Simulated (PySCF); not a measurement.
Ga(OH) (GaHO), SMILES [Ga][OH] (connectivity only; charge and spin as stated), neutral, multiplicity 1.

Coordinates come from a PBE-D3(BJ)/def2-TZVP optimisation. A frequency run showed that this geometry is not a minimum.

Two levels are set side by side: PBE/def2-TZVPD (PySCF) and M06-2X/def2-TZVPD (PySCF). Same geometry, gas phase. Differences are taken from unrounded values.

| quantity | M06-2X | PBE | PBE minus M06-2X |
|---|---|---|---|
| orbital gap (eV) | 8.04 | 4.98 | -3.07 |
| highest occupied level (eV) | -8.26 | -6.60 | 1.66 |
| lowest empty level (eV) | -0.21 | -1.62 | -1.41 |
| mean polarisability (bohr³) | 41.4 | 41.3 | -0.1 |

Without exact exchange PBE keeps part of each electron's self-repulsion, which lifts occupied levels and narrows the gap. Differences between two approximate levels are no errors against the true value.

Rough cost on one machine, each run with all the roots and properties that it gave: M06-2X against PBE about 2 times.
